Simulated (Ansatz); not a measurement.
Consider the formal exchange of groups at the Si–C bond: `N#C[Si](F)(F)F` + `NB(F)F` → `FB(F)[Si](F)(F)F` + `N#CN`.

Gas-phase electronic energies from Ansatz, PBE0-D4/def2-TZVP geometries. CCSD(T)/CBS is the MP2 limit (def2-TZVPP, def2-QZVPP) plus CCSD(T) − MP2 in def2-TZVPP, frozen cores. This one scheme is used for every species. DFT in def2-TZVPP. B3LYP here is the variant with VWN-RPA as its local correlation; programs differ in this. HSE06 is defined as in plane-wave codes. One conformer a species, not always the lowest.

`N#C[Si](F)(F)F`:

```xyz
6

N    -1.170    2.112   -0.270
C    -0.616    1.113   -0.142
Si    0.261   -0.471    0.060
F     1.788   -0.194    0.236
F     0.028   -1.353   -1.207
F    -0.291   -1.206    1.323
```

`NB(F)F`:

Cartesian coordinates in Å:
```
N -0.175 0.649 -0.324
B 0.152 -0.561 0.281
F -0.520 -1.007 1.338
F 1.147 -1.314 -0.178
H 0.319 1.002 -1.123
H -0.923 1.231 0.007
```

`FB(F)[Si](F)(F)F`:

Cartesian coordinates in Å:
```
F 1.090 -0.842 1.719
B 0.315 -0.957 0.667
F -0.118 -2.156 0.349
Si -0.209 0.654 -0.447
F 0.278 0.485 -1.937
F -1.776 0.833 -0.469
F 0.420 1.982 0.119
```

`N#CN`:

Cartesian coordinates in Å:
```
N 0.896 1.252 -1.121
C 0.304 0.504 -0.470
N -0.429 -0.349 0.250
H -0.197 -1.323 0.129
H -0.574 -0.084 1.212
```

```
             level  ΔE (kcal/mol)  difference from CCSD(T)/CBS
           BLYP-D4           45.9                         -6.2
          B3LYP-D4           47.9                         -4.2
        r2SCANh-D4           49.2                         -2.9
           ωB97M-V           50.4                         -1.7
            r2SCAN           48.8                         -3.3
              PBE0           46.1                         -6.0
             HSE06           46.1                         -6.0
         CAM-B3LYP           48.9                         -3.2
           LC-ωPBE           46.6                         -5.5
  CCSD(T)/def2-SVP           51.0                         -1.1
     HF/def2-TZVPP           53.1                          1.0
   CCSD/def2-TZVPP           52.3                          0.2
CCSD(T)/def2-TZVPP           51.9                         -0.2
    MP2/def2-QZVPP           53.9                          1.8
SCS-MP2/def2-QZVPP           53.7                          1.6
     MP2/CBS(def2)           53.9                          1.8
       CCSD(T)/CBS           52.1                            0
```

Largest T1 diagnostic among the species: 0.014.

From r2SCAN to r2SCAN0 (25 % exact exchange), in def2-TZVPP and without D4, ΔE moves by +1.1 kcal/mol. Leaving LDA and LC-ωPBE aside and taking each functional with its dispersion term where it has one, the values, not all of them listed here, spread over 7.4 kcal/mol, from PBE-D4 to BHLYP-D4.
